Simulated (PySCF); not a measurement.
Gas-phase XPS of `FC(F)C[Si@@H]1CCCO1`, computed

Compound: C5H10F2OSi.
Atom-mapped SMILES: `[F:1][CH:2]([F:3])[CH2:4][Si@@H:5]1[CH2:6][CH2:7][CH2:8][O:9]1`

Computed with delta-SCF UKS SCAN, pcX-2 on the ionised atom, pcseg-1 elsewhere, spin-free X2C in PySCF. These are vertical core ionisation energies against the vacuum level, from separate self-consistent calculations with and without the core hole.

Task: List the computed XPS lines with their assignment.

Result: 
```json
{"atom(s)": "F1", "bonded to": "C", "level": "F 1s", "binding energy (eV)": "693.09", "2p1/2 (eV)": "–", "above the level's lowest (eV)": "+0.01", "count": "1"}
{"atom(s)": "C2", "bonded to": "2 F, C and H", "level": "C 1s", "binding energy (eV)": "295.68", "2p1/2 (eV)": "–", "above the level's lowest (eV)": "+5.63", "count": "1"}
{"atom(s)": "F3", "bonded to": "C", "level": "F 1s", "binding energy (eV)": "693.08", "2p1/2 (eV)": "–", "above the level's lowest (eV)": "0.00", "count": "1"}
{"atom(s)": "C4", "bonded to": "C, 2 H and Si", "level": "C 1s", "binding energy (eV)": "290.65", "2p1/2 (eV)": "–", "above the level's lowest (eV)": "+0.60", "count": "1"}
{"atom(s)": "Si5", "bonded to": "O, 2 C and H", "level": "Si 2p3/2", "binding energy (eV)": "106.85", "2p1/2 (eV)": "107.48", "above the level's lowest (eV)": "0.00", "count": "1"}
{"atom(s)": "Si5", "bonded to": "O, 2 C and H", "level": "Si 1s", "binding energy (eV)": "1846.74", "2p1/2 (eV)": "–", "above the level's lowest (eV)": "0.00", "count": "1"}
{"atom(s)": "C6", "bonded to": "C, 2 H and Si", "level": "C 1s", "binding energy (eV)": "290.05", "2p1/2 (eV)": "–", "above the level's lowest (eV)": "0.00", "count": "1"}
{"atom(s)": "C7", "bonded to": "2 C and 2 H", "level": "C 1s", "binding energy (eV)": "290.74", "2p1/2 (eV)": "–", "above the level's lowest (eV)": "+0.69", "count": "1"}
{"atom(s)": "C8", "bonded to": "O, C and 2 H", "level": "C 1s", "binding energy (eV)": "292.04", "2p1/2 (eV)": "–", "above the level's lowest (eV)": "+1.99", "count": "1"}
{"atom(s)": "O9", "bonded to": "C and Si", "level": "O 1s", "binding energy (eV)": "537.59", "2p1/2 (eV)": "–", "above the level's lowest (eV)": "0.00", "count": "1"}
```

Lowest listed C 1s: C6, bonded to C, 2 H and Si. Highest, 5.63 eV above it: C2, bonded to 2 F, C and H. The widest gap between neighbouring values is 3.64 eV, between 292.04 and 295.68 eV. Summing the Pauling electronegativity differences to the bonded atoms, each weighted by its formal bond order, gives -1.35 for the lowest site and +2.51 for the highest; no listed site has a larger sum than the highest.

The 2 F 1s values lie within 0.01 eV of each other; Gaussian lines of 0.5 eV full width would blend them into one maximum.

Task: What is the longest wavelength that can ionise C 1s of C7 vertically?

Result: λ = hc/E = 12398.42 eV Å / 290.74 eV = 42.644 Å.

Task: Which effective nuclear charge Zeff reproduces each element's mean 1s value in the hydrogen-like formula E = 13.606 eV × Zeff²?

Result: C (Z = 6): mean 291.8 eV, Zeff = 4.63, Z − Zeff = 1.37; O (Z = 8): mean 537.6 eV, Zeff = 6.29, Z − Zeff = 1.71; F (Z = 9): mean 693.1 eV, Zeff = 7.14, Z − Zeff = 1.86; Si (Z = 14): mean 1846.7 eV, Zeff = 11.65, Z − Zeff = 2.35. Means run over the listed sites, weighted by atom count.

2p3/2 and 2p1/2 are the ΔSCF energy of one spin-free 2p hole plus the eigenvalues of a spin–orbit and ligand-field matrix of the shell. 2p1/2 minus 2p3/2 (ligand field included): Si 0.63 eV. Isolated species at its PBE0-D3(BJ)/def2-SVP geometry (one conformer only).
